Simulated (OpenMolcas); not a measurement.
As III: effect of correlating more closed shells

```yaml
Program: OpenMolcas
Basis: ANO-RCC [9s8p6d4f2g]
Scalar_Hamiltonian: DKH2, point nucleus
Active_space: 1 electron in 9 orbitals (RAS2 4p; RAS3 4d 5s, at most 1 electron)
State_averaging: 2S+1 = 2 odd, 3 roots; 2S+1 = 2 even, 6 roots
Spin-orbit_coupling: state interaction with AMFI integrals over the reference wave functions, term energies averaged over their components
```

Methods on the same reference wave functions:
A. RASSCF
B. SS-RASPT2, IPEA 0.25 Eh, imaginary shift 0.1 Eh (closed shells correlated: 3d 4s)
C. SS-RASPT2, IPEA 0.25 Eh, imaginary shift 0.1 Eh (closed shells correlated: 3s 3p 3d 4s)

Energies in cm⁻¹ above 4s² 4p ²P°_1/2, the measured ground level; measured values from Moore, Atomic Energy Levels, vol. II, NSRDS-NBS 35 (1971 reprint of NBS Circular 467, 1952).

```
         Level       A       B       C  Measured
4s² 4p ²P°_1/2     0.0     0.0     0.0       0.0
4s² 4p ²P°_3/2    2642    2640    2640      2940
 4s² 5s ²S_1/2  104743  106850  106610    106694
 4s² 4d ²D_3/2  110850  109720  109420    117651
 4s² 4d ²D_5/2  110993  109860  109560
```

Deviations, from unrounded energies. A percentage is the sum of absolute deviations over the sum of measured energies, with the sign that they share, or ± where signs differ.

```
                  Against measurement  Levels      A      B      C
       mean absolute deviation (cm-1)       3   3000   2800   2900
fine structure of the ground term (%)       1  -10.1  -10.1  -10.1
             other configurations (%)       2   -3.9   ±3.6   -3.7
```

B, C lie about equally close to measurement and A furthest from it. The largest miss of B in the table is 4s² 4d ²D_3/2, by -7900 cm-1. The ranking rests on the paired levels alone, and a cruder setting can come out closer through cancelling errors.

Between B and C the level of the table that moves most is 4s² 4d ²D_3/2, by 300 cm-1 (lowest in C, highest in B). Moves below CASPT2's spread within the term are not significant.

The mean deviations of B to C differ by less than CASPT2's widest spread within a term (410 cm-1), so their order carries little weight.

The lowest spin-free term lies below A's lowest term by 0.291 hartree in B, 0.518 hartree in C.

What an inner shell adds also hangs on whether the basis holds functions to correlate it.

CASPT2 breaks the degeneracy within a term, and the mean is taken; among the terms shown or strongly mixed into the levels shown the widest spread is 410 cm-1 (4s² 4d ²D, C). ANO sets are built for valence states and can reach diffuse excited orbitals poorly, and with the s shell closed the s pⁿ⁺¹ terms that mix with these levels are absent. With one active electron the reference holds no correlation, so core polarisation is missing (holds for A). With one active electron, CASPT2 adds the correlation within the correlated inactive shells and between them and that electron, and leaves the splitting within a term as the reference gives it (holds for B; C). Computed and measured levels are paired by configuration, term and J; levels that our copy of the source lacks, or whose pairing is in doubt (as where it misses far off the trend of its configuration), stay unpaired and out of the deviations. Levels of configurations outside the active space are missing.

° marks odd parity.
